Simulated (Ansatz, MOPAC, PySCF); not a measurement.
Noncovalent pair: C2H6 (SMILES CC) (first 8 atoms) with C2H6O (SMILES COC); geometry from B3LYP-D3(BJ)/def2-TZVP, rigid monomers moved along the line of their centres of mass till H5···O10 is 2.33 Å.
(charge 0, multiplicity 1):
| atom | x (Å) | y (Å) | z (Å) |
|---|---|---|---|
| C | -0.3239 | 0.7615 | 0.0300 |
| C | 0.1725 | -0.6803 | -0.0351 |
| H | -1.3851 | 0.8256 | -0.2208 |
| H | 0.2178 | 1.3972 | -0.6736 |
| H | -0.1888 | 1.1746 | 1.0301 |
| H | -0.3752 | -1.3199 | 0.6602 |
| H | 1.2313 | -0.7461 | 0.2239 |
| H | 0.0506 | -1.1033 | -1.0346 |
| C | 1.1690 | -0.3381 | 3.4413 |
| O | 0.0940 | 0.5569 | 3.2610 |
| C | -1.1603 | -0.0591 | 3.4485 |
| H | 1.1165 | -1.1744 | 2.7327 |
| H | 1.1836 | -0.7451 | 4.4611 |
| H | 2.0887 | 0.2182 | 3.2670 |
| H | -1.3130 | -0.8818 | 2.7379 |
| H | -1.9242 | 0.6989 | 3.2829 |
| H | -1.2630 | -0.4561 | 4.4670 |

Interaction energies are E(AB) − E(A) − E(B) at the monomers' geometry in the complex; basis-set methods are counterpoise corrected. Rows marked so take none.

Rows in 6-31G*, STO-3G carry no dispersion term and start afresh at each structure (6-31G* with six Cartesian d functions). MP2/6-31G* freezes PySCF's default core. The state that AM1, PM3, PM7 reach isn't checked; PM7 holds dispersion and hydrogen-bond terms.

Programs: Ansatz (a quantum-chemistry and plane-wave program); MOPAC for AM1, PM3, PM7 (differences of heats of formation); PySCF for 6-31G* rows, STO-3G rows, the dispersion terms. Values without a source in brackets are computed.

Other levels give for the interaction energy: PBE/def2-TZVPPD 2.8; B3LYP/def2-TZVPPD 7.1; B3LYP-D3(BJ)/def2-TZVPPD -5.1; wB97M-V/def2-TZVPPD -4.7 kJ/mol.

Common cheap choices:

| level | interaction energy (kJ/mol) |
|---|---|
| AM1 | 0.6 |
| PM3 | 1.7 |
| PM7 | -4.3 |
| HF/STO-3G (no counterpoise) | 5.0 |
| HF/6-31G* | 10.8 |
| HF/6-31G* (no counterpoise) | 6.7 |
| M06-2X/6-31G* (no counterpoise) | -10.3 |
| MP2/6-31G* | 3.7 |
